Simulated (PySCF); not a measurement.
C3H11OSi3 (doublet state).
Cartesian coordinates in Å at the GFN2-xTB level; atoms count from 1:
```
atom  x, y, z in Å
Si1    2.3746    0.9635    0.1797
O2     1.5543   -0.2918   -0.3980
Si3    1.0756   -1.8282   -0.6697
C4    -0.7829   -1.9023   -0.5914
Si5   -1.9823   -0.5668   -0.4403
C6    -1.5219    1.2148   -1.0251
C7    -1.5199    1.0798    0.4571
H8     2.1764    1.0173    1.6305
H9     1.8014    2.1355   -0.4831
H10    3.7898    0.7976   -0.1484
H11    1.6326   -2.1464   -1.9932
H12    1.7220   -2.6606    0.3561
H13   -1.1972   -2.8966   -0.6882
H14   -3.4289   -0.7654   -0.4395
H15   -0.5610    1.3193   -1.5019
H16   -2.2910    1.8295   -1.4693
H17   -0.5584    1.1058    0.9440
H18   -2.2920    1.6013    1.0044
```

The hyperfine couplings belong to this conformer and change with its torsions.

The species is `[SiH3]O[SiH2][CH][SiH]1CC1` [radical].

Level of theory: UKS B3LYP, pcH-1 on C H O Si, non-relativistic, mean-field spin-orbit, GIAO (PySCF 2.14.0). Geometry: GFN2-xTB, one conformer, isolated molecule. The geometry wasn't refined by DFT: couplings that depend on bond lengths, twists or pyramidal angles can differ widely from those at the functional's own minimum. No stability test was run, so a lower SCF solution isn't excluded.

Question: Break the g tensor into its mass correction, gauge correction and orbital-Zeeman/spin–orbit terms.

Answer: 
```
                    Δg (ppm)     1     2     3
relativistic mass correction  -134  -134  -134
            gauge correction    15     8    45
   orbital Zeeman/spin–orbit   236   721  1865
                       total   117   595  1777
```

So g = 2.00244, 2.00291, 2.00410 and g_iso = 2.00315; the tensor is rhombic: the two nearest values differ by 29 % of g3 − g1. Axes: g1 points within 4° of the C6–C7 bond and g3 points within 9° of the Si3–C4 bond.

Question: How much does each term add to the isotropic shift?

Answer: The orbital-Zeeman/spin–orbit term 941, the mass correction -134 and the gauge correction 23 ppm, for a total of 830 ppm. The orbital-Zeeman/spin–orbit term is the largest in size. The mass correction is the same along every axis, so the anisotropy comes from the other two: their spans along these axes are 38 (gauge) and 1629 ppm (orbital Zeeman/spin–orbit).

Question: What are the electron Larmor frequencies g μB B/h along the three axes at 3350 mT?

Answer: 93.8891, 93.9115, 93.9669 GHz for g1, g2 and g3, a range of 77.8 MHz.

Question: At 9.321 GHz, how far is the centre of the isotropic spectrum from where a free electron (g = 2.002319) resonates?

Answer: B = hν/(g μB) with μB/h = 13.99624 MHz/mT gives 332.60 mT for the free electron and 332.46 mT at g_iso, 0.14 mT lower.

Question: In a frozen sample, at which fields do the three g values resonate at 9.5, 34, 94 and 263 GHz (hyperfine left aside), and which band first spreads them over more than twice a line width of 1.0 mT?

Answer: 
```
band    GHz  B(g3) mT  B(g2) mT  B(g1) mT  spread mT
   X    9.5    338.68    338.88    338.96       0.28
   Q   34.0   1212.13   1212.84   1213.13       1.00
   W   94.0   3351.18   3353.16   3353.96       2.78
   J  263.0   9376.17   9381.71   9383.94       7.77
```

The spread grows in proportion to the frequency. W band is the first where it exceeds 2.0 mT.

The Mulliken spin populations are largest on C4 (+0.80), C6 (+0.17), C7 (+0.16) and Si5 (-0.11). Three atoms exceed +0.15. The angles at C4 add up to 360.0°, so it is planar; its axial dipolar tensor and the negative coupling of its proton fit spin in a p orbital normal to that plane.

The HOMO–LUMO gaps are 5.66 eV among the α and 3.46 eV among the β orbitals.
